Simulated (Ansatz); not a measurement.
Reactions of `C[NH][InH][CH3]`.

Isolated molecules relaxed with PBE0-D4/def2-TZVP in Ansatz; ΔE leaves out vibrations. CBS: MP2 limit from def2 TZ/QZ plus the TZ coupled-cluster correction, frozen cores. This one scheme is used for every species, atoms too. Open shells (•) are unrestricted, without spin–orbit coupling. Spin–orbit coupling would lower the free atoms: a little for C; strongly for In. Elements past krypton have def2 core potentials. Bonds to In are less sure, by a few kJ/mol each and by 10 to 20 or more in all where they break to atoms, as the def2 sets lack core-valence functions. Each species was taken in one conformer, which may not be the lowest.

**Question.** Order these by ΔE at CCSD(T)/CBS, lowest first. (Estimate.)
A. `C[NH][InH][CH3]` + `[OH][Al]([Cl])[Cl]` → `C[O][Al]([Cl])[Cl]` + `C[NH][InH2]`
B. `C[NH][InH][CH3]` + H–F → `C[NH][InH][F]` + CH₄
C. `C[NH][InH][CH3]` → `[CH2]` (triplet) + `C[NH][InH2]`
D. `C[NH][InH][CH3]` + H₂ → `C[NH][InH2]` + CH₄
E. `C[NH][InH][CH3]` + `C=C(F)BO` → `C=[C](F)[InH][CH3]` + `CNBO`
F. `C[NH][InH][CH3]` → `C[CH2][InH][NH2]`
G. `C[NH][InH][CH3]` → 2 C• + 8 H• + In• + N•

**Answer.** B (-93.3 kJ/mol), E (-57.0 kJ/mol), D (-40.7 kJ/mol), F (-29.8 kJ/mol), A (+87.3 kJ/mol), C (+462.5 kJ/mol), G (+3982.5 kJ/mol).

Largest T1 diagnostic: 0.016, for `C[NH][InH2]`.
